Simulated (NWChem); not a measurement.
System: C₃H₂F₄; SMILES F[C@H]1[C@H](F)C1(F)F

Here is an NWChem input.

```
start job
memory heap 200 mb stack 900 mb global 1100 mb
geometry units angstroms noautosym nocenter noautoz
  F      1.774871     0.202038    -1.064855
  C      0.538081     0.530838    -0.655860
  C     -0.538081    -0.530838    -0.655860
  F     -1.774871    -0.202038    -1.064855
  C      0.000000     0.000000     0.630641
  F      0.749484    -0.806932     1.375437
  F     -0.749484     0.806932     1.375437
  H      0.214577     1.544379    -0.923376
  H     -0.214577    -1.544379    -0.923376
end
basis spherical
  F library def2-svp
  C library def2-svp
  H library def2-svp
end
dft
  xc xpbe96 cpbe96
  iterations 150
end
cosmo
  do_cosmo_smd true
  solvent chcl3
end
task dft energy
```

NWChem printed, in part:

```
             Northwest Computational Chemistry Package (NWChem) 7.3.0
             --------------------------------------------------------

                             Geometry "geometry" -> ""
                             -------------------------

 Output coordinates in angstroms (scale by  1.889725989 to convert to a.u.)

  No.       Tag          Charge          X              Y              Z
 ---- ---------------- ---------- -------------- -------------- --------------
    1 F                    9.0000     1.77487100     0.20203800    -1.06485500
    2 C                    6.0000     0.53808100     0.53083800    -0.65586000
    3 C                    6.0000    -0.53808100    -0.53083800    -0.65586000
    4 F                    9.0000    -1.77487100    -0.20203800    -1.06485500
    5 C                    6.0000     0.00000000     0.00000000     0.63064100
    6 F                    9.0000     0.74948400    -0.80693200     1.37543700
    7 F                    9.0000    -0.74948400     0.80693200     1.37543700
    8 H                    1.0000     0.21457700     1.54437900    -0.92337600
    9 H                    1.0000    -0.21457700    -1.54437900    -0.92337600

 Effective nuclear repulsion energy (a.u.)     329.3259506250

  pbe96 is a nonlocal functional; adding pw91lda local functional.

                                 NWChem DFT Module
                                 -----------------

 Summary of "ao basis" -> "ao basis" (spherical)
 ------------------------------------------------------------------------------
       Tag                 Description            Shells   Functions and Types
 ---------------- ------------------------------  ------  ---------------------
 F                          def2-svp                 6       14   3s2p1d
 C                          def2-svp                 6       14   3s2p1d
 H                          def2-svp                 3        5   2s1p

 in cosmo_initialize ...
 calling solv_data for solv:chcl3

 solvent parameters
 solvname_short: chcl3
 solvname_long:  chloroform
 dielec:        4.7113
 dielecinf:     2.0906
 nonaqueous SMD model solvent descriptors
 dielec:        4.7113
 sola:          0.1500
 solb:          0.0200
 solc:          0.0000
 solg:         38.3900
 solh:          0.7500
 soln:          1.4459

[...]

                                COSMO-SMD solvation results
                                ---------------------------

             internal energy in gas <Psi(g)|H|Psi(g)> =      -513.914231112432
         internal energy in solvent <Psi(s)|H|Psi(s)> =      -513.913764242689
                               delta internal energy  =         0.000466869742 (    0.29 kcal/mol)
   total free energy in solvent <Psi(s)|H+V/2|Psi(s)> =      -513.919207148079
 polarization energy contribution <Psi(s)|V/2|Psi(s)> =        -0.005442905390 (   -3.42 kcal/mol)
    total free energy in solvent including G(SMD-CDS) =      -513.919029778351
                       G(SMD-CDS) energy contribution =         0.000177369728 (    0.11 kcal/mol)
     1 M fixed-concentration free energy of solvation =        -0.004798665919 (   -3.01 kcal/mol)

                       DFT Final Molecular Orbital Analysis
                       ------------------------------------

 Vector   26  Occ=2.000000D+00  E=-3.380180D-01
              MO Center= -6.3D-08, -1.4D-08, -8.9D-01, r^2= 3.3D+00
   Bfn.  Coefficient  Atom+Function         Bfn.  Coefficient  Atom+Function
  ----- ------------  ---------------      ----- ------------  ---------------
     5      0.312154  1 F  py                47     -0.312154  4 F  py
     6     -0.258018  1 F  pz                48     -0.258018  4 F  pz
    59     -0.223264  5 C  s                  8     -0.206536  1 F  py
    50      0.206536  4 F  py                99      0.183758  8 H  s
   104      0.183758  9 H  s                  9      0.173494  1 F  pz

 Vector   27  Occ=2.000000D+00  E=-2.550330D-01
              MO Center= -2.7D-08, -5.3D-09, -6.6D-01, r^2= 2.6D+00
   Bfn.  Coefficient  Atom+Function         Bfn.  Coefficient  Atom+Function
  ----- ------------  ---------------      ----- ------------  ---------------
    59      0.347959  5 C  s                 20      0.221265  2 C  pz
    34      0.221265  3 C  pz                19      0.214007  2 C  py
    33     -0.214007  3 C  py                 6      0.208426  1 F  pz
    48      0.208426  4 F  pz                 5      0.199273  1 F  py
    47     -0.199273  4 F  py                18      0.166320  2 C  px

 Vector   28  Occ=2.000000D+00  E=-2.412767D-01
              MO Center=  1.3D-08,  6.1D-09,  1.0D-01, r^2= 2.6D+00
   Bfn.  Coefficient  Atom+Function         Bfn.  Coefficient  Atom+Function
  ----- ------------  ---------------      ----- ------------  ---------------
    60      0.290940  5 C  px                17      0.287456  2 C  s
    31     -0.287456  3 C  s                 20      0.261175  2 C  pz
    34     -0.261175  3 C  pz                61      0.255714  5 C  py
     6      0.216439  1 F  pz                48     -0.216439  4 F  pz
    74      0.193345  6 F  px                88      0.193345  7 F  px

 Vector   29  Occ=0.000000D+00  E=-5.400556D-03
              MO Center= -5.0D-09,  3.2D-09, -3.8D-01, r^2= 3.1D+00
   Bfn.  Coefficient  Atom+Function         Bfn.  Coefficient  Atom+Function
  ----- ------------  ---------------      ----- ------------  ---------------
   100      0.501354  8 H  s                105     -0.501354  9 H  s
    21      0.426064  2 C  px                35      0.426064  3 C  px
    17     -0.338754  2 C  s                 31      0.338754  3 C  s
     3     -0.290611  1 F  s                 45      0.290611  4 F  s
    61     -0.268622  5 C  py                63      0.240213  5 C  px

[...]
```

Level: PBE/def2-SVP, SMD on the gas-phase geometry. Structure relaxed at the PBE0/def2-SVP level. Solvent: chloroform.
